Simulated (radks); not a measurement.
Fractional charge and spin in the 4p shell of indium: the spin-up occupation runs from 2 to 3 and the spin-down occupation from 2 to 3; the fullest corner is In3+, [Ar] 3d10 4s2 4d10 4p(up 3, down 3). Calculated with a radial shooting solver on a logarithmic mesh with Libxc functionals: scalar-relativistic Kohn-Sham, PBE, spin-polarised, spherical densities, finite nucleus; Fermi nuclear charge, rms radius of each element as measured or else 0.836 A^(1/3) + 0.57 fm. Energy (eV) minus the two flat planes that join the four corners (they meet along the diagonal where the two added fractions sum to one electron); zero is where a piecewise linear energy would lie.

\begin{tabular}{lrrrrr}
down \ up & 2 & 2.25 & 2.5 & 2.75 & 3 \\ \hline
2 & 0.000 & -1.892 & -2.513 & -1.877 & 0.000 \\
2.25 & -1.892 & -2.440 & -1.733 & 0.215 & -1.789 \\
2.5 & -2.513 & -1.733 & 0.286 & -1.647 & -2.373 \\
2.75 & -1.877 & 0.215 & -1.647 & -2.303 & -1.771 \\
3 & 0.000 & -1.789 & -2.373 & -1.771 & 0.000 \\
\end{tabular}

Corners above the fullest one (they belong to In4+ and the next ion): (up 3, down 2) 117.09 eV, (up 2, down 3) 117.09 eV, (up 2, down 2) 254.88 eV. With half an added electron in each spin the energy lies 0.286 eV from the planes, and with half an added electron in spin up alone -2.513 eV. The planes are only a guide here: the flat-plane condition holds for ground states with one frontier orbital, while this shell lies below other occupied shells, so the corners above the fullest one are inner-hole states and not the ground states of those ions.
